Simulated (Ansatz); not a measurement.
Isomers of Li₇H₈⁻ (singlet), relaxed with PBE0-D4/def2-TZVPD; total energies from Ansatz at CCSD(T)/def2-TZVPD.

```
isomer                                                                   description  energy (Eh)
     A                            point group not assigned; 18 × H–Li 1.77 to 1.90 Å    -57.41520
     B  point group not assigned; 5 × Li–Li 2.55 to 3.06 Å; 16 × H–Li 1.71 to 1.90 Å    -57.40433
```

Correlated methods freeze no core orbitals; core or outer-core shells of Li are correlated, in sets that lack core-valence functions.

The isomers come from a short search, and lower ones may exist.

Question: Work out the relative energies (1 Eh = 2625.5 kJ/mol) and the Boltzmann populations at 298 K from electronic energies alone (R = 8.314 J/mol/K).

Answer: ΔE: A 0.0, B 28.5 kJ/mol. RT = 2.48 kJ/mol. Factors exp(−ΔE/RT): A 1, B 1.02e-05; sum 1.000. Populations: A 100.0 %, B 0.0 %. Zero-point energy, vibrational entropy and symmetry numbers are left out and can shift these; an error of 4 kJ/mol changes a ratio by a factor of 5.0. Over the other density-functional and correlated levels in def2 sets, the gap between A and B ranges from 23 to 30 kJ/mol.
